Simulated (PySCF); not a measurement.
# Bond lengths and vibrations by method: BGeH4N

These are calculations, not measurements. The program is PySCF 2.14.0, an open-source quantum chemistry code, run on an isolated molecule that a program drew, which may never have been made. The molecule is BGeH4N (charge 0, singlet), drawn as the SMILES string `B[NH][GeH]`.

The geometry was optimised and harmonic frequencies were computed with HF and MP2, all in the cc-pVDZ basis, for the commonest isotopes, with a restricted reference for singlets and an unrestricted one otherwise, and a frozen core in MP2. Germanium has the cc-pVDZ-PP basis, with a core potential (ECP10MDF) in place of its 10 inner electrons, and its 3s, 3p and 3d shells are frozen in MP2. Each result is a local minimum of its method.

Geometry at the HF minimum:
```xyz
7
BGeH4N, angstrom
B     0.1185    0.9642   -1.3446
N     0.7484    1.0540   -0.0853
Ge    0.2634    0.0432    1.3979
H    -0.7919    0.1913   -1.4897
H     0.4867    1.6513   -2.2611
H     1.5036    1.7099   -0.0031
H     1.3693    0.6850    2.3485
```

Lengths of the bonds as drawn, in Å (atoms numbered as above):
| bond | HF | MP2 |
|---|---|---|
| B1-N2 | 1.411 | 1.423 |
| N2-Ge3 | 1.859 | 1.888 |
| B1-H4 | 1.203 | 1.209 |
| B1-H5 | 1.203 | 1.209 |
| N2-H6 | 1.004 | 1.021 |
| Ge3-H7 | 1.593 | 1.601 |

Rotational constants, in GHz:
| constant | HF | MP2 |
|---|---|---|
| A | 42.07 | 40.05 |
| B | 4.129 | 4.085 |
| C | 3.76 | 3.707 |

Harmonic frequencies in cm^-1, each column in rising order, so a row needn't be the same motion in every method:
| rank | HF | MP2 |
|---|---|---|
| 1 | 240 | 209 |
| 2 | 269 | 246 |
| 3 | 414 | ? |
| 4 | 617 | 587 |
| 5 | 825 | 769 |
| 6 | 894 | 865 |
| 7 | 1010 | 949 |
| 8 | 1104 | 1038 |
| 9 | 1214 | 1160 |
| 10 | 1348 | 1247 |
| 11 | 1444 | 1363 |
| 12 | 1964 | 1931 |
| 13 | 2653 | 2609 |
| 14 | 2717 | 2694 |
| 15 | 3798 | 3590 |

**Estimate the missing MP2 frequency from the HF column.**

A single factor s that minimises the squared misfit of MP2 against s times HF over the other rows is sum(HF x MP2) / sum(HF^2) = 0.9624, with an rms misfit of 39 cm^-1. For rank 3 it gives 0.9624 x 414 = 398 cm^-1. The calculation gives 420 cm^-1, 22 cm^-1 above the estimate. The drawn bonds are on average 0.9 % longer in MP2 than in HF.
